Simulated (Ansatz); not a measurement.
Basis-set extrapolation for F2H4OSi2, SMILES `F[SiH2]O[SiH2]F` (PBE0-D4/def2-TZVP geometry, frozen core, Ansatz). Multiplicity 1, RHF reference.

|  | def2-TZVPP | def2-QZVPP |
| --- | --- | --- |
| HF | -854.334119 | -854.367495 |
| MP2 correlation | -0.969793 | -1.057276 |
| CCSD(T) correlation | -1.028092 | not run |

Energies in hartree. Use E(X) = E(∞) + A·exp(−7.88·√X) for Hartree–Fock and E(X) = E(∞) + B·X^(−2.97) for correlation, with X = 3 and 4, and add CCSD(T) minus MP2 of the smaller set to the MP2 limit.

Problem. What is the CCSD(T) energy at the basis-set limit?

Solution. HF limit: -854.367495 + (-0.033376) × 0.13774 = -854.37209. MP2 limit: -1.057276 + (-0.087483) × 0.74074 = -1.12208. Higher-order term: -1.028092 − (-0.969793) = -0.05830. Total: -855.55247 hartree, 499.5 kJ/mol below CCSD(T)/def2-TZVPP.
